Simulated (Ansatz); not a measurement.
`COBB(F)Cl` + `N#C[SiH3]` → `N#CB(F)Cl` + `COB[SiH3]`  (redistribution)

Calculated with Ansatz (gas phase, PBE0-D4/def2-TZVP geometries, no zero-point term in ΔE). CCSD(T)/CBS adds triple-zeta CCSD(T) − MP2 to the extrapolated MP2 energy (def2 sets, frozen cores). This one scheme is used for every species. DFT in def2-TZVPP. One conformer a species, not always the lowest.

`COBB(F)Cl`:

Cartesian coordinates in Å:
```
C 1.678 0.420 -0.583
O 0.634 0.040 0.294
B -0.617 -0.188 -0.133
B -1.809 -0.597 1.011
F -2.084 -1.833 1.381
Cl -2.798 0.673 1.733
H 2.066 1.390 -0.266
H 1.321 0.485 -1.614
H 2.479 -0.318 -0.515
H -0.871 -0.073 -1.308
```

`N#C[SiH3]`:

Cartesian coordinates in Å:
```
N -0.369 1.758 -1.613
C -0.194 0.920 -0.843
Si 0.090 -0.427 0.391
H 0.788 0.172 1.549
H 0.919 -1.461 -0.263
H -1.234 -0.962 0.778
```

`N#CB(F)Cl`:

```xyz
5

N    -1.981    0.574   -0.587
C    -0.931    0.220   -0.279
B     0.480   -0.231    0.137
F     0.767   -1.506    0.144
Cl    1.665    0.944    0.586
```

`COB[SiH3]`:

```xyz
11

C     2.117   -0.234    0.074
O     0.771   -0.291   -0.364
B    -0.242    0.219    0.350
Si   -2.128    0.077   -0.375
H     2.705    0.305   -0.671
H     2.501   -1.252    0.157
H     2.194    0.270    1.041
H    -0.001    0.747    1.409
H    -2.983   -0.686    0.581
H    -2.729    1.436   -0.500
H    -2.204   -0.591   -1.703
```

```csv
level,ΔE (kcal/mol)
PBE0-D4,0.7
ωB97M-V,2.2
BHLYP,3.1
CCSD/CBS(def2),3.2
```

**Question.** What does CCSD(T)/CBS give? (Estimate.)

**Answer.** The calculation gave: +2.7 kcal/mol. The listed levels differ from it by -2.0, -0.5, 0.4, 0.5 kcal/mol.

Largest T1 diagnostic among the species: 0.014.

Leaving LDA and LC-ωPBE aside and taking each functional with its dispersion term where it has one, the values, not all of them listed here, spread over 3.7 kcal/mol, from B97M-V to BHLYP-D4. LDA lies −1.0 kcal/mol from PBE without D4. From BLYP to BHLYP (50 % exact exchange), in def2-TZVPP and without D4, ΔE moves by +1.8 kcal/mol. In def2-TZVPP, CCSD(T) changes the Hartree–Fock value by −2.9 kcal/mol (the triples alone add −0.5 kcal/mol) and MP2 by −2.6 kcal/mol.
